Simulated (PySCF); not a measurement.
Radial density of Ga²⁵⁺ (gallium, charge +25)

UHF, [He] 2s2 2p2, high-spin 3P determinant. All numbers are calculated (PySCF 2.14, scalar relativity by spin-free X2C-1e, in an uncontracted even-tempered set (19 s from 6.5 bohr⁻², ratio 2.2; 12 p from 8.5 bohr⁻², ratio 2.2; 6 d from 35 bohr⁻², ratio 2.4; 5 f from 53 bohr⁻², ratio 2.4; 4 g from 79 bohr⁻², ratio 2.4)).

| r (bohr) | 4πr²ρ (e/bohr) | 4πr²(ρα − ρβ) |
| --- | --- | --- |
| 0.000700 | 0.1992 | 0.0000 |
| 0.00118 | 0.5040 | 0.0000 |
| 0.00198 | 1.254 | 0.0001 |
| 0.00333 | 3.026 | 0.0003 |
| 0.00561 | 6.934 | 0.0021 |
| 0.00943 | 14.53 | 0.0131 |
| 0.0159 | 26.08 | 0.0802 |
| 0.0267 | 35.97 | 0.4375 |
| 0.0449 | 32.28 | 1.9509 |
| 0.0755 | 18.87 | 6.1654 |
| 0.127 | 20.05 | 10.9082 |
| 0.214 | 16.95 | 7.2705 |
| 0.359 | 2.579 | 0.9428 |
| 0.604 | 0.02279 | 0.0079 |

Densities and radii are taken from the X2C orbitals without a picture-change correction, which distorts them close to the nucleus.

Spin-orbit coupling is strong in this species (close to jj coupling), so the high-spin LS determinant is a model state, not a physical level.
